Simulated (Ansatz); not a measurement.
CH$_{8}$O$_{2}$Si$_{2}$, SMILES `CO[SiH2][SiH2]O`. Total charge 0; spin multiplicity 1.

Z-matrix (Å, degrees):
```
C
O 1 1.411
H 1 1.096 2 111.2
H 1 1.091 2 108.5 3 -119.4
H 1 1.096 2 111.2 3 121.3
Si 2 1.660 1 122.7 3 -60.7
Si 6 2.353 2 99.1 1 179.8
H 6 1.493 2 110.1 1 -58.7
H 6 1.493 2 110.0 1 58.5
O 7 1.652 6 104.1 2 -2.6
H 7 1.488 6 112.5 2 -121.9
H 7 1.489 6 112.2 2 116.9
H 10 0.962 7 113.3 6 2.5
```

Task: List the harmonic frequencies (cm⁻¹, unscaled) at PBE0-D4/def2-TZVP in Ansatz. (An estimate is asked.)

Result: Ansatz gave: 5, 78, 93, 105, 207, 288, 332, 388, 434, 603, 706, 726, 757, 802, 833, 894, 957, 971, 985, 1140, 1180, 1208, 1479, 1495, 1495, 2183, 2184, 2210, 2214, 3017, 3080, 3125, 3852.
